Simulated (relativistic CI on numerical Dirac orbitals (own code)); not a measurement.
# Crystal-field levels of Os⁵⁺, 5d3

Calculated by Dirac-Coulomb-Breit CI, orbitals from a KLI potential per configuration, model QED (radiative potential, 1s self-energy scaled to tabulated hydrogen-like ionisation energies), valence Slater integrals scaled by 0.75, one configuration in a parametric crystal field (own radial code).

Field parameters in Wybourne normalisation: Oh B⁴₀ = 21Dq, B⁴₄ = √(5/14) B⁴₀. The field is a parameter set, without covalency.

S is read from ⟨S²⟩ = S(S + 1).

Levels (cm⁻¹, degeneracy): 0 (4), 10941 (4), 13787 (4), 15145 (2), 17779 (2), 19523 (4), 20913 (4), 22353 (2), 22614 (2), 25447 (4), 26102 (2), 28713 (4).

Q: Which field gives this pattern?
A. Oh, 10Dq = 18000 cm⁻¹
B. Oh, 10Dq = 10000 cm⁻¹
C. Oh, 10Dq = 25950 cm⁻¹
D. Oh, 10Dq = 33950 cm⁻¹

A: A. Oh, 10Dq = 18000 cm⁻¹, ground level with S = 1.42.
